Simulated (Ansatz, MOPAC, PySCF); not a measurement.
Pair of molecules: C2H3N (SMILES CC#N) (first 6 atoms) with CH5N (SMILES CN); geometry from B3LYP-D3(BJ)/def2-TZVP, rigid monomers moved along the line of their centres of mass till H5···N8 is 2.81 Å.
(charge 0, multiplicity 1):
```tsv
atom	x (Å)	y (Å)	z (Å)
C	0.1925	1.3018	0.1628
C	-0.6366	0.1087	0.1424
N	-1.2926	-0.8356	0.1621
H	-0.2892	2.1057	-0.3942
H	0.3242	1.6020	1.2047
H	1.1636	1.0938	-0.2870
C	0.7205	-0.5843	3.9031
N	-0.2875	0.4582	3.6975
H	1.6434	-0.1294	4.2670
H	0.9395	-1.0609	2.9470
H	0.4287	-1.3722	4.6087
H	-0.5330	0.8974	4.5765
H	-1.1360	0.0510	3.3205
```

Counterpoise-corrected where a basis set is named; no monomer relaxation. Rows marked so take none.

Correlated levels freeze the cores. Rows in 3-21G, 6-311+G**, 6-31G*, STO-3G carry no dispersion term and start afresh at each structure (6-31G* with six Cartesian d functions). The state that AM1, PM3, PM6 reach isn't checked.

The values were computed with Ansatz (a quantum-chemistry and plane-wave program); MOPAC for AM1, PM3, PM6 (differences of heats of formation); PySCF for 3-21G rows, 6-311+G** rows, 6-31G* rows, STO-3G rows, the dispersion terms. 

Other levels give for the interaction energy: PBE/def2-TZVPPD -142.1; B3LYP/def2-TZVPPD -112.6; B3LYP-D3(BJ)/def2-TZVPPD -183.8; wB97M-V/def2-TZVPPD -179.4; CCSD(T)/aug-cc-pVDZ -164.1 meV.

Common cheap choices:

```tsv
level	interaction energy (meV)
AM1	-39.7
PM3	-32.4
PM6	-119.1
HF/STO-3G (no counterpoise)	-82.0
BP86/6-31G* (no counterpoise)	-155.6
B3LYP/3-21G (no counterpoise)	-247.0
B3LYP/6-31G*	-121.3
B3LYP/6-311+G** (no counterpoise)	-125.9
```
